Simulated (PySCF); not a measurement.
Molecule: SMILES c1cccc(CC#C)c1 (C9H8). Atoms near the plane z = 0.0 Å, at the GFN2-xTB optimised geometry (x, y, z in Å): C3 (-1.5, -1.9, 0.0), C4 (-0.7, -0.6, 0.0), C5 (-1.4, 0.6, 0.0), C6 (-0.7, 1.8, 0.0), C7 (0.7, 1.8, 0.0), C8 (1.4, 0.6, 0.0), C9 (0.7, -0.6, 0.0), H11 (-2.4, -1.8, 0.5), H12 (-0.9, -2.7, 0.5), H13 (-2.5, 0.6, 0.0), H14 (-1.2, 2.7, 0.0), H15 (1.3, 2.7, 0.0), H16 (2.5, 0.6, 0.0), H17 (1.2, -1.6, 0.0).

Computed with CAM-B3LYP/def2-SVP in PySCF. Cells within 0.4 Å of a nucleus heavier than hydrogen are left out (blank, or x). The values are rescaled to run from 0 to 1.

```
|000000000000000000000000000|
|000000000000000000000000000|
|000000000220000012000000000|
|000000017995000489720000000|
|000000079999101899970000000|
|000000189999403999981000000|
|000000059999514999960000000|
|000000007998575899810000000|
|00000000155xx9xx45100000000|
|00003652167xx9xx66113420000|
|000399996698454896699992000|
|000699999xx62026xx899996000|
|000599998xx62026xx999996000|
|000169996698454896699993000|
|00000011166x29xx76225640000|
|00000000044xx9xx45100000000|
|000014764797575899600000000|
|000059997x78315999950000000|
|000059995xx5202999980000000|
|000026885x68600799970000000|
|000001233699920079720000000|
|000000001589940001000000000|
|000000000157720000000000000|
|000000000001100000000000000|
|000000000000000000000000000|
|000000000000000000000000000|
|000000000000000000000000000|
```
Scale: ten equal steps from 0.000 (start of '0') to 1.00 (end of '9'), in the order '0123456789'; x runs from -5.00 to 5.00, y from -5.00 (bottom) to 5.00 (top).

Which quantity is mapped?
A) an orbital amplitude
B) log10 of the electron density
C) deformation density (molecule minus spherical neutral atoms)
D) electron localisation function

D, electron localisation function
